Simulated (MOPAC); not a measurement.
MOPAC input (AM1):

```
AM1 1SCF CHARGE=-1 GEO-OK AUX(PRECISION=9) THREADS=1
C3H10GeN

C     1.50667900 1   -1.19520800 1   -0.23738700 1
Ge   -0.03532900 1    0.01555800 1    0.15043100 1
C    -1.51519800 1   -0.70222400 1   -1.03977800 1
C     0.44470700 1    1.72690900 1   -0.83072300 1
N    -0.28714000 1    0.06690200 1    1.91459600 1
H     1.70602000 1   -1.26368200 1   -1.31059000 1
H     2.40286600 1   -0.82313400 1    0.26405700 1
H     1.29525900 1   -2.19591800 1    0.14591400 1
H    -1.81302000 1   -1.69525600 1   -0.69420300 1
H    -2.39056400 1   -0.04852400 1   -0.98456200 1
H    -1.20185700 1   -0.77184900 1   -2.08715000 1
H     0.66750600 1    1.54506600 1   -1.88775300 1
H    -0.38412600 1    2.43828200 1   -0.77054500 1
H     1.31801300 1    2.18539000 1   -0.36023000 1
H    -1.07672100 1    0.68659200 1    2.11642200 1
```

Output:

```
 *******************************************************************************
 **                                                                           **
 **                              MOPAC v23.2.5                                **
 **                                                                           **
 *******************************************************************************
 ** MOPAC's Digital Object Identifier: https://doi.org/10.5281/zenodo.6511958 **
 **                                                                           **
 ** Please cite the open-source release paper for use of this MOPAC version:  **
 ** J. E. Moussa and J. J. P. Stewart (2026)                                  **
 ** MOPAC: An open-source semiempirical molecular orbital program             **
 ** J. Open Source Softw., 11(119), 8025, https://doi.org/10.21105/joss.08025 **
 *******************************************************************************

                              AM1 CALCULATION RESULTS

 *******************************************************************************
 *  AM1        - The AM1 Hamiltonian to be used
 *  GEO-OK     - OVERRIDE INTERATOMIC DISTANCE AND OTHER SAFETY CHECKS
 *
 *
 *
 *                 CHARGE ON SYSTEM = -1
 *
 *
 *
 *  1SCF       - DO 1 SCF AND THEN STOP
 *  AUX        - OUTPUT AUXILIARY INFORMATION
 *******************************************************************************
AM1 1SCF CHARGE=-1 GEO-OK AUX(PRECISION=9) THREADS=1
 C3H10GeN

   ATOM   CHEMICAL          X               Y               Z
  NUMBER   SYMBOL      (ANGSTROMS)     (ANGSTROMS)     (ANGSTROMS)

     1       C          1.50667900  *  -1.19520800  *  -0.23738700  *
     2      Ge         -0.03532900  *   0.01555800  *   0.15043100  *
     3       C         -1.51519800  *  -0.70222400  *  -1.03977800  *
     4       C          0.44470700  *   1.72690900  *  -0.83072300  *
     5       N         -0.28714000  *   0.06690200  *   1.91459600  *
     6       H          1.70602000  *  -1.26368200  *  -1.31059000  *
     7       H          2.40286600  *  -0.82313400  *   0.26405700  *
     8       H          1.29525900  *  -2.19591800  *   0.14591400  *
     9       H         -1.81302000  *  -1.69525600  *  -0.69420300  *
    10       H         -2.39056400  *  -0.04852400  *  -0.98456200  *
    11       H         -1.20185700  *  -0.77184900  *  -2.08715000  *
    12       H          0.66750600  *   1.54506600  *  -1.88775300  *
    13       H         -0.38412600  *   2.43828200  *  -0.77054500  *
    14       H          1.31801300  *   2.18539000  *  -0.36023000  *
    15       H         -1.07672100  *   0.68659200  *   2.11642200  *

          CARTESIAN COORDINATES

    NO.       ATOM           X           Y           Z

     1         C          1.5067     -1.1952     -0.2374
     2        Ge         -0.0353      0.0156      0.1504
     3         C         -1.5152     -0.7022     -1.0398
     4         C          0.4447      1.7269     -0.8307
     5         N         -0.2871      0.0669      1.9146
     6         H          1.7060     -1.2637     -1.3106
     7         H          2.4029     -0.8231      0.2641
     8         H          1.2953     -2.1959      0.1459
     9         H         -1.8130     -1.6953     -0.6942
    10         H         -2.3906     -0.0485     -0.9846
    11         H         -1.2019     -0.7718     -2.0871
    12         H          0.6675      1.5451     -1.8878
    13         H         -0.3841      2.4383     -0.7705
    14         H          1.3180      2.1854     -0.3602
    15         H         -1.0767      0.6866      2.1164

  H: (AM1): M.J.S. DEWAR ET AL, J. AM. CHEM. SOC. 107 3902-3909 (1985)
  C: (AM1): M.J.S. DEWAR ET AL, J. AM. CHEM. SOC. 107 3902-3909 (1985)
  N: (AM1): M.J.S. DEWAR ET AL, J. AM. CHEM. SOC. 107 3902-3909 (1985)
 Ge: (AM1): M.J.S.Dewar and C.Jie, Organometallics, 8, 1544, (1989)

           Empirical Formula: C3 H10 N Ge  =    15 atoms

      MOLECULAR POINT GROUP   :   Cs

      RHF CALCULATION, NO. OF DOUBLY OCCUPIED LEVELS = 16

 -------------------------------------------------------------------------------
 AM1 1SCF CHARGE=-1 GEO-OK AUX(PRECISION=9) THREADS=1
 C3H10GeN

     1SCF WAS SPECIFIED, SO BFGS WAS NOT USED
     SCF FIELD WAS ACHIEVED

                              AM1 CALCULATION
                                                       MOPAC v23.2.5 Linux

          FINAL HEAT OF FORMATION =          9.57972 KCAL/MOL =      40.08153 KJ/MOL

          COSMO AREA              =        142.99 SQUARE ANGSTROMS
          COSMO VOLUME            =        138.05 CUBIC ANGSTROMS

          IONIZATION POTENTIAL    =          2.254764 EV
          HOMO LUMO ENERGIES (EV) =         -2.255  6.151
          NO. OF FILLED LEVELS    =         16
          MOLECULAR WEIGHT        =        132.7087         POINT GROUP:  Cs

          MOLECULAR DIMENSIONS (Angstroms)

            Atom       Atom       Distance
            H    10    H     7     5.01359
            H    12    H    15     4.41854
            H    14    H     9     4.11310

          SCF CALCULATIONS        =          1

   ATOM   CHEMICAL          X               Y               Z
  NUMBER   SYMBOL      (ANGSTROMS)     (ANGSTROMS)     (ANGSTROMS)

     1       C          1.50667900  *  -1.19520800  *  -0.23738700  *
     2      Ge         -0.03532900  *   0.01555800  *   0.15043100  *
     3       C         -1.51519800  *  -0.70222400  *  -1.03977800  *
     4       C          0.44470700  *   1.72690900  *  -0.83072300  *
     5       N         -0.28714000  *   0.06690200  *   1.91459600  *
     6       H          1.70602000  *  -1.26368200  *  -1.31059000  *
     7       H          2.40286600  *  -0.82313400  *   0.26405700  *
     8       H          1.29525900  *  -2.19591800  *   0.14591400  *
     9       H         -1.81302000  *  -1.69525600  *  -0.69420300  *
    10       H         -2.39056400  *  -0.04852400  *  -0.98456200  *
    11       H         -1.20185700  *  -0.77184900  *  -2.08715000  *
    12       H          0.66750600  *   1.54506600  *  -1.88775300  *
    13       H         -0.38412600  *   2.43828200  *  -0.77054500  *
    14       H          1.31801300  *   2.18539000  *  -0.36023000  *
    15       H         -1.07672100  *   0.68659200  *   2.11642200  *

                             CARTESIAN COORDINATES

   1    C        1.506679000    -1.195208000    -0.237387000
   2   Ge       -0.035329000     0.015558000     0.150431000
   3    C       -1.515198000    -0.702224000    -1.039778000
   4    C        0.444707000     1.726909000    -0.830723000
   5    N       -0.287140000     0.066902000     1.914596000
   6    H        1.706020000    -1.263682000    -1.310590000
   7    H        2.402866000    -0.823134000     0.264057000
   8    H        1.295259000    -2.195918000     0.145914000
   9    H       -1.813020000    -1.695256000    -0.694203000
  10    H       -2.390564000    -0.048524000    -0.984562000
  11    H       -1.201857000    -0.771849000    -2.087150000
  12    H        0.667506000     1.545066000    -1.887753000
  13    H       -0.384126000     2.438282000    -0.770545000
  14    H        1.318013000     2.185390000    -0.360230000
  15    H       -1.076721000     0.686592000     2.116422000

           Empirical Formula: C3 H10 N Ge  =    15 atoms

      MOLECULAR POINT GROUP   :   Cs

                  EIGENVALUES
 -26.20217 -22.95553 -22.84845 -21.88626  -9.36784  -9.13545  -9.10219  -8.85078
  -8.80315  -8.62471  -7.60437  -6.95692  -6.09087  -5.87612  -3.49823  -2.25476
   6.15115   6.27313   7.42542   8.58567   9.11790   9.13652   9.16218   9.19936
   9.20518   9.28240   9.66029   9.71036   9.73573  12.25894

              NET ATOMIC CHARGES AND DIPOLE CONTRIBUTIONS

  ATOM NO.   TYPE          CHARGE      No. of ELECS.   s-Pop       p-Pop
    1          C          -0.477225        4.4772     1.26648     3.21075
    2         Ge           0.967893        3.0321     0.70871     2.32340
    3          C          -0.516117        4.5161     1.27652     3.23960
    4          C          -0.516117        4.5161     1.27652     3.23960
    5          N          -0.821657        5.8217     1.79812     4.02354
    6          H           0.031627        0.9684     0.96837
    7          H           0.045394        0.9546     0.95461
    8          H           0.045394        0.9546     0.95461
    9          H           0.039592        0.9604     0.96041
   10          H           0.031448        0.9686     0.96855
   11          H           0.034066        0.9659     0.96593
   12          H           0.034066        0.9659     0.96593
   13          H           0.031448        0.9686     0.96855
   14          H           0.039592        0.9604     0.96041
   15          H           0.030595        0.9694     0.96941
 DIPOLE           X         Y         Z       TOTAL
 POINT-CHG.     0.446    -0.158    -2.344     2.391
 HYBRID        -0.408     0.483    -1.780     1.889
 SUM            0.038     0.324    -4.124     4.136

          ATOMIC ORBITAL ELECTRON POPULATIONS

     Atom    s        px        py        pz
    1  C   1.26648   1.14368   1.08765   0.97942
    2 Ge   0.70871   0.72959   0.71993   0.87388
    3  C   1.27652   1.14537   1.02284   1.07138
    4  C   1.27652   0.99907   1.20149   1.03903
    5  N   1.79812   1.37473   1.52580   1.12301
    6  H   0.96837
    7  H   0.95461
    8  H   0.95461
    9  H   0.96041
   10  H   0.96855
   11  H   0.96593
   12  H   0.96593
   13  H   0.96855
   14  H   0.96041
   15  H   0.96941

 **********************
 *                    *
 * JOB ENDED NORMALLY *
 *                    *
 **********************

 == MOPAC DONE ==
```

The dipole moment of an ion depends on the origin.

The geometry given is a B3LYP-D3(BJ)/def2-TZVP minimum.
